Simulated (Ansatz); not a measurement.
`CB[CH2][AlH2]` and `CBC[SeH]` differ in one atom or group.

Ansatz, PBE0-D4/def2-TZVP geometries, multiplicity 1. Each molecule was computed in one conformer, which needn't be the lowest.

Scalar relativity is left out up to krypton.

```
                                          property  `CB[CH2][AlH2]`
           HOMO–LUMO gap (ωB97M-V/def2-TZVPP) / eV            10.14
               HOMO energy (B3LYP/def2-TZVPP) / eV            -7.85
size of the dipole moment (ωB97M-V/def2-TZVPP) / D             0.80
              HOMO–LUMO gap (PBE0/def2-TZVPP) / eV             6.29
                 LUMO energy (PBE/def2-TZVPP) / eV            -2.59
                LUMO energy (PBE0/def2-TZVPP) / eV            -1.78
```

Q: Give the same properties after the change, and the shifts. (Best estimate.)

A: Ansatz gave: 
```
                                          property  `CBC[SeH]`  shift
           HOMO–LUMO gap (ωB97M-V/def2-TZVPP) / eV       10.75   0.61
               HOMO energy (B3LYP/def2-TZVPP) / eV       -6.98   0.87
size of the dipole moment (ωB97M-V/def2-TZVPP) / D        1.18   0.38
              HOMO–LUMO gap (PBE0/def2-TZVPP) / eV        6.82   0.53
                 LUMO energy (PBE/def2-TZVPP) / eV       -1.31   1.28
                LUMO energy (PBE0/def2-TZVPP) / eV       -0.39   1.39
```

With PBE0 the HOMO rises by 0.86 eV and the LUMO rises by 1.39 eV, so the gap widens by about 0.53 eV. PBE moves the HOMO by 0.77 eV and ωB97M-V by 0.92 eV. The zero-point energy changes by -8.8 kJ/mol with -3 modes. Dipoles are sizes alone; their direction can turn.

B3LYP here is the variant with VWN-RPA as its local correlation; programs differ in this.

Spin–orbit coupling is left out; it splits and shifts lone-pair levels of the heavy atoms by tenths of an eV.
